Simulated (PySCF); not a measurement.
Ga(F)2(OH) (F₂GaHO), SMILES [OH][Ga]([F])[F].

Coordinates come from a PBE0-D3(BJ)/def2-SVP optimisation. Other conformers were not sampled.

The numbers are results of TDDFT-PBE0/def2-SVPD (PySCF), not measurements.

Vertical excitations.  State labels are in the subgroup Cs.

Computed UV-visible absorptions:
```tsv
state	symmetry	energy (eV)	λ (nm)	f	main pairs
S1	A"	6.41	193	0.023	HOMO→LUMO 99 %
S2	A'	7.24	171	0.072	HOMO−1→LUMO 86 %
S3	A'	7.78	159	0.026	HOMO−2→LUMO 95 %
S4	A"	7.85	158	0.000	HOMO−3→LUMO 98 %
S5	A'	8.20	151	0.034	HOMO−4→LUMO 93 %
S6	A"	8.43	147	0.040	HOMO−5→LUMO 70 %, HOMO−1→LUMO+1 28 %
S7	A"	8.54	145	0.053	HOMO−1→LUMO+1 71 %, HOMO−5→LUMO 27 %
S8	A'	8.60	144	0.126	HOMO→LUMO+1 77 %
S9	A"	9.12	136	0.011	HOMO→LUMO+2 97 %
S10	A'	9.20	135	0.041	HOMO−6→LUMO 65 %, HOMO−3→LUMO+1 29 %
T1	A"	5.93	209	0	HOMO→LUMO 97 %
T2	A'	6.47	192	0	HOMO−1→LUMO 95 %
T3	A'	7.36	169	0	HOMO−2→LUMO 95 %
T4	A'	7.44	167	0	HOMO→LUMO+1 96 %
```
Triplets are in the Tamm–Dancoff approximation, which puts them higher than full response would, so one can lie above its singlet here.
